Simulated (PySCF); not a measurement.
Computed shifts of a molecule C4H8OSi, PBE/pcSseg-1 (PySCF), GIAO, gas phase, atoms alike by connectivity averaged where their shifts nearly agree, in ppm (number of nuclei): ¹³C: 114.5 (1), 78.5 (1), 70.1 (1), 32.1 (1). ²⁹Si: -102.2 (1). ¹H: 4.55 (3), 4.19 (1), 4.01 (1), 2.95 (1), 2.47 (1), 0.02 (1). References: ¹⁷O against H2O (σ = 334.3 ppm); ¹³C against TMS (σ = 182.0 ppm); ²⁹Si against TMS (σ = 335.4 ppm); ¹H against TMS (σ = 31.49 ppm), references at their B3LYP-D3(BJ)/def2-TZVP geometries, non-relativistic. Geometry: PBE0-D3(BJ)/def2-SVP. The values are those of a single conformer.

Problem. Pick the molecule that these values belong to.
(A) C=C[SiH]1COC1
(B) C=C1CC[SiH2]O1
(C) C=C=CO[SiH2]C
(D) OCCC#C[SiH3]

Solution. D, OCCC#C[SiH3]
